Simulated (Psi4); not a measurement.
H$_{6}$AlO$_{2}$Si$_{2}$, charge +1, singlet, geometry from GFN2-xTB (such geometries of metal compounds can be far from the true shape). Base run: B3LYP/pcseg-1 run with Psi4.

Geometry (Å):
```xyz
11

Al     0.0000     0.0000     0.0000
O     -1.3508     0.1685     0.8624
Si    -2.8184     0.3515     1.7995
H     -2.6094    -0.6480     2.8436
H     -3.8317     0.0402     0.7949
H     -2.7161     1.7498     2.2082
O      1.3508    -0.1685    -0.8624
Si     2.8184    -0.3515    -1.7995
H      2.3719    -1.2735    -2.8404
H      3.7258    -0.8968    -0.7935
H      3.0596     1.0283    -2.2129
```
Charge +1, spin multiplicity 1.
All else is at Psi4's defaults (density fitting; Cartesian or spherical functions as each basis is defined).

The base run was repeated with changes; each row names its change, and settings that it needs were set with it.

| change | basis functions | E (Eh) | core-seconds (rough) |
|---|---|---|---|
| base | 112 | -975.34686 | 10 |
| basis = 3-21G | 69 | -970.13493 | 10 |
| basis = 6-31G* | … | … | 10 |
| basis = cc-pVDZ | 112 | … | 20 |
| basis = 6-31G** | 117 | -975.35474 | 20 |
| basis = 6-311G** | 150 | -975.47594 | 20 |
| basis = def2-SVPD | 166 | -975.04894 | 30 |
| basis = aug-pcseg-1 | 181 | -975.36092 | 30 |
| basis = aug-cc-pVDZ | 181 | -975.40378 | 30 |
| basis = def2-TZVP | … | … | 30 |
| basis = cc-pV(T+d)Z | 261 | -975.52629 | 40 |
| basis = def2-TZVPD | 263 | -975.52259 | 50 |
| basis = def2-TZVPP | … | … | 30 |

**Question.** Fill in the missing entries.

**Answer.** 
- basis = 6-31G*, basis functions: 99
- basis = 6-31G*, E (Eh): -975.34771
- basis = cc-pVDZ, E (Eh): -975.38593
- basis = def2-TZVP, basis functions: 209
- basis = def2-TZVP, E (Eh): -975.52141
- basis = def2-TZVPP, basis functions: 272
- basis = def2-TZVPP, E (Eh): -975.52276

Totals compare only among sets that treat the same electrons; sets with core potentials leave the core out.
